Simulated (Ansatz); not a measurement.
Breaking the Mg1–H2 bond in HIMg (SMILES [MgH][I]) (multiplicity 1 held, fragments rigid). Energies count from the point at 1.682 Å.
Geometry at that point (charge 0, multiplicity 1):
```xyz
3

Mg     0.00000     0.00000    -2.02828
H      0.00000     0.00000    -3.71071
I      0.00000     0.00000     0.52925
```

Restricted levels (R-, RO-) in cc, def2 and unpolarised 6-31G sets keep to the state of the molecule at rest. U- levels take the lowest unrestricted solution at each point, which mixes spins at long bonds. Curves can end on different states.

Frozen-core correlation. Filled d and f shells under p-block atoms count as core.

Run with Ansatz (a quantum-chemistry and plane-wave program). Each number belongs to the level named beside it. In def2 rows elements past Kr take small-core potentials, without spin–orbit coupling.

One of these levels gives 210.0 kJ/mol for the energy at R = 5.384 Å. Which?
(A) R-HF/def2-SVPD
(B) U-SCS-MP2/def2-SVPD
(C) U-HF/def2-SVPD

C, U-HF/def2-SVPD. The others give 563.6 (R-HF/def2-SVPD), 281.2 (U-SCS-MP2/def2-SVPD)

Doubts at one or more of the structures used: a restricted determinant that unrestricted orbitals would lower (R-HF/def2-SVPD); a spin-contaminated determinant (U-HF/def2-SVPD, U-SCS-MP2/def2-SVPD).
